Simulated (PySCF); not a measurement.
# Electron correlation in Tc⁺ (technetium, charge +1)

[Kr] 4d5 5s1, high-spin 7S determinant. Computed with PySCF 2.14 in def2-QZVPPD with the def2 core potential (28 electrons), with scalar relativity through the core potential. Frozen: 4s2 4p6; 6 electrons correlated.

```
  level  correlation energy (mhartree)
   CCSD                         -90.54
    (T)                          -1.85
CCSD(T)                         -92.39
```

Diagnostics: T1 = 0.0061, D1 = 0.0208, largest double amplitude 0.022.

Cost of the coupled-cluster step: roughly 20 core-seconds, for 6 correlated electrons.

Iterations:

```
CC2 = 0
CCSD nocc = (np.int64(6), np.int64(0)), nmo = (84, 84)
frozen orbitals [[0, 1, 2, 3], [0, 1, 2, 3]]
max_cycle = 100
direct = 0
conv_tol = 1e-08
conv_tol_normt = 1e-06
diis_space = 8
diis_start_cycle = 0
Init t2, MP2 energy = -0.0833170146475558
Init E_corr(UCCSD) = -0.0833170146488046
cycle = 1  E_corr(UCCSD) = -0.0896104244165177  dE = -0.00629340977  norm(t1,t2) = 0.0210772
cycle = 2  E_corr(UCCSD) = -0.0903294836714661  dE = -0.000719059255  norm(t1,t2) = 0.00634324
cycle = 3  E_corr(UCCSD) = -0.0905553336677609  dE = -0.000225849996  norm(t1,t2) = 0.00248902
cycle = 4  E_corr(UCCSD) = -0.0905356875267103  dE = 1.96461411e-05  norm(t1,t2) = 0.000156962
cycle = 5  E_corr(UCCSD) = -0.0905361177726226  dE = -4.30245912e-07  norm(t1,t2) = 1.83115e-05
cycle = 6  E_corr(UCCSD) = -0.0905361200313586  dE = -2.25873607e-09  norm(t1,t2) = 1.59125e-06
cycle = 7  E_corr(UCCSD) = -0.0905361231515859  dE = -3.12022727e-09  norm(t1,t2) = 2.70315e-07
UCCSD converged
E(UCCSD) = -80.00056207711741  E_corr = -0.09053612315158592
UCCSD(T) correction = -0.00185145468356658
```
